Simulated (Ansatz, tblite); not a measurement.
Cost and result up the ladder for `C1#CC=CC#CC=CC#CC=CC#CC=C1` (24 atoms). The state is a singlet with charge 0. Geometry: r2SCAN-D4/def2-SVP.

Ansatz on 4 threads of Arm Neoverse V2 on a shared host; xTB runs through tblite on one thread. Times are rough, summed over both states, and most runs start from the orbitals of an earlier one. PBE0-D4/def2-SVP serves as the yardstick here, not as an exact answer. The other state is a doublet.

The xTB rows come from tblite.

Raw xTB energies of ions are shifted by several eV.

```tsv
level	functions	wall time	vertical IE (eV)	difference from PBE0-D4/def2-SVP (eV)
GFN2-xTB	72	0.022 s	11.58	4.34
GFN1-xTB	80	0.024 s	12.59	5.35
PBE-D4/def2-SVP	264	12 s	6.98	-0.26
PBE0-D4/def2-SVP	264	24 s	7.24	0.00
```
